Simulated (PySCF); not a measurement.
SMILES BCOC (C2H7BO) (GFN2-xTB optimised geometry):

```
11

B      1.268    -1.164     0.000
C      0.617     0.264     0.000
O     -0.800     0.264     0.000
C     -1.352     1.552     0.000
H      2.434    -1.225    -0.001
H      0.606    -2.121     0.001
H      0.982     0.836     0.874
H      0.981     0.835    -0.874
H     -1.054     2.117     0.894
H     -2.434     1.432    -0.006
H     -1.045     2.121    -0.889
```

Level of theory: B3LYP/def2-TZVP (PySCF).

**Question.** What are the frontier orbital energies and the dipole moment?

**Answer.** HOMO-2 -9.48 eV, HOMO-1 -8.51 eV, HOMO -7.21 eV, LUMO -1.67 eV, LUMO+1 0.79 eV; dipole moment 1.45 D.

Meta-Löwdin charges at B3LYP/def2-TZVP: B1 0.05, C2 -0.10, O3 -0.39, C4 -0.11, H5 0.01, H6 0.02, H7 0.11, H8 0.11, H9 0.09, H10 0.12, H11 0.09.
